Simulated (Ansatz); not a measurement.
`C[B]1[O][GeH2]1` + H₂ → `[BH]1[O][GeH2]1` + CH₄ at 600 K and 1 bar (hydrogenolysis of a B–C bond).

Isolated molecules relaxed with PBE0-D4/def2-TZVP in Ansatz; ΔE leaves out vibrations. CCSD(T)/CBS adds triple-zeta CCSD(T) − MP2 to the extrapolated MP2 energy (def2 sets, frozen cores). This one scheme is used for every species. For Ge outer-core shells are correlated without core-valence functions, which leaves a few kJ/mol of doubt a bond. Scalar relativity is left out up to krypton.

```csv
species,CCSD(T)/CBS energy (Eh),H − E (kJ/mol),S (J/(mol·K))
`C[B]1[O][GeH2]1`,-2217.16732,208.7,403.2
H₂,-1.17544,43.9,150.8
`[BH]1[O][GeH2]1`,-2177.88385,119.3,337.7
CH₄,-40.46206,140.4,215.7
```

H − E and S are ideal-gas, rigid-rotor, harmonic terms from PBE0-D4/def2-TZVP. The MP2-based limit puts H₂ 0.8 mEh under its directly extrapolated value; such offsets cancel only in part. 1 Eh = 2625.50 kJ/mol, R = 8.31446 J/(mol·K).

**Question.** By hand: ΔE, ΔH, ΔS and ΔG.

**Answer.** ΔE = (-2177.88385) + (-40.46206) − (-2217.16732) − (-1.17544) = -0.00315 Eh = -8.3 kJ/mol. Δ(H − E) = 119.3 + 140.4 − 208.7 − 43.9 = 7.1, so ΔH = -1.2 kJ/mol. ΔS = 337.7 + 215.7 − 403.2 − 150.8 = -0.6 J/(mol·K). ΔG = -1.2 − 600 × (-0.6)/1000 = -0.8 kJ/mol.

**Question.** By hand: the equilibrium constant, and the temperature at which ΔG would vanish if ΔH and ΔS stayed fixed.

**Answer.** log₁₀ K = −ΔG/(RT ln 10) = 0.1. ΔG = 0 at ΔH/ΔS = 2000 K, though so small a ΔH makes that figure unsure.

The number of gas molecules stays the same, so ΔS is small and ΔH decides. The sign of ΔG lies within the doubt. A doubt of 5 kJ/mol in ΔE shifts log₁₀ K by 0.4 here. These are equilibria of isolated gas molecules and say nothing of rates. Largest T1 diagnostic: 0.017 (customary marks: 0.02 for closed shells, 0.045 for open ones).
